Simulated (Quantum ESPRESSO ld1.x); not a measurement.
Task: The samarium ion Sm+, configuration [Xe] 4f6 6s1. Calculated with ld1.x of Quantum ESPRESSO 7.5: scalar-relativistic Kohn-Sham, PBEsol, spin-unpolarised, spherical densities, point nucleus. Some entries of the table are withheld. Estimate them.

orbital,occ.,eigenvalue (hartree),<r^2> (bohr^2)
1s,2,-1714.9562,0.0007051
2s,2,-280.4389,(1)
2p,6,-250.2100,0.008920
3s,2,(2),0.07432
3p,6,-52.1604,0.07440
3d,10,-39.3656,(3)
4s,2,-12.4124,0.3788
4p,6,(4),0.4280
4d,10,-4.9533,0.5227
5s,2,-1.8182,2.235
5p,6,-1.0807,3.118
4f,6,-0.3166,1.398
6s,1,-0.3093,17.06
5d,0,(5),9.526
6p,0,(6),27.78

Result: 
(1) 2s <r^2> (bohr^2): 0.01111
(2) 3s eigenvalue (hartree): -61.6085
(3) 3d <r^2> (bohr^2): 0.06277
(4) 4p eigenvalue (hartree): -9.3075
(5) 5d eigenvalue (hartree): -0.2652
(6) 6p eigenvalue (hartree): -0.1939
